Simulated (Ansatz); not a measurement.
Relaxation of CH₃AlO₂ (7 atoms, charge 0, multiplicity 1), to a largest force component of 0.03 eV/Å in at most 50 steps.

All numbers below come from RKS PBE/def2-mTZVP in Ansatz.

```xyz
7
Properties=species:S:1:pos:R:3
Al -0.919 -1.124 -0.154
H -0.043 -0.397 0.895
H -0.333 -2.384 -0.942
H -2.415 -0.622 -0.410
O 0.929 1.333 -0.917
C 1.227 1.494 0.212
O 1.554 1.701 1.317
```

Task: Where does it end, and by what steps?

Result: The forces met the threshold. After 10 steps the energy has fallen by 0.229 eV; H2 moved furthest, 0.84 Å.

```tsv
step	energy less start (eV)	largest force component (eV/Å)	accepted
0	0.0000	0.613	yes
1	-0.0521	0.335	yes
2	-0.0636	0.552	yes
3	-0.0782	1.033	yes
4	-0.1174	1.241	yes
5	-0.1525	1.250	yes
6	-0.2048	0.777	yes
7	-0.2257	0.436	yes
8	-0.2283	0.233	yes
9	-0.2289	0.053	yes
10	-0.2290	0.019	yes
```

```xyz
7
Properties=species:S:1:pos:R:3
Al -0.825 -1.009 -0.142
H -0.398 -0.964 1.407
H -0.073 -2.022 -1.126
H -2.195 -0.314 -0.590
O 0.509 0.800 -0.592
C 1.164 1.434 0.161
O 1.817 2.076 0.882
```

Whether the end is a true minimum wasn't checked by a vibrational analysis.

The run took 12 s on 2 threads of Intel(R) Xeon(R) Platinum 8488C (Sapphire Rapids), on a shared host, peak memory 0.18 GiB.
